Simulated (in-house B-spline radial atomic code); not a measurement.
## Removing one electron from Pb V (Pb4+)

Closed shell [Xe] 4f14 5d10. Computed with an all-electron radial atomic-structure program (B-spline basis): Koopmans values of Dirac-Hartree-Fock plus a diagonal self-energy, in second order or with its direct term screened (direct RPA, with the hole-particle interaction, or full time-dependent Hartree-Fock), linearised in energy; no-pair Dirac-Coulomb Hamiltonian, finite nucleus. Shifts add to the Koopmans value (the ΔSCF shift is orbital relaxation alone); the final value takes TDHF screening with Breit and QED.

Command:
```bash
python run_mb.py task.json out
```
Settings (nuclear radius in fm, box in bohr, cutoff in hartree):
```
basis_form          2
Z                   82
core_configuration  [Xe] 4f14 5d10
rms_radius          5.5012
mass_number         208
speed_of_light      137.036
box_radius          12.128
lmax                7
intervals           62
virtual_cutoff      26896.0
```

Cost of the run: 5.4 min on 1 thread of Arm Neoverse N1, with other jobs on the host.

Energies in eV:

```tsv
subshell	Koopmans	ΔSCF shift	second order	direct RPA	hole-particle	TDHF	Breit + QED	final
5d5/2	68.53	-1.285	?	?	?	?	?	?
5d3/2	71.40	-1.430	-0.232	0.232	-0.002	0.002	-0.019	71.38
```

(1) What does the self-energy do to 5d5/2?

Answers

(1) It shifts the removal energy by -0.148 eV in second order, 0.278 with direct RPA, 0.068 with the hole-particle term and 0.076 with TDHF screening (quasi-particle weight 0.966); Breit and QED add 0.022 eV. The final value is 68.63 eV, against 68.8 ± 0.5 eV (NIST, semi-empirical).
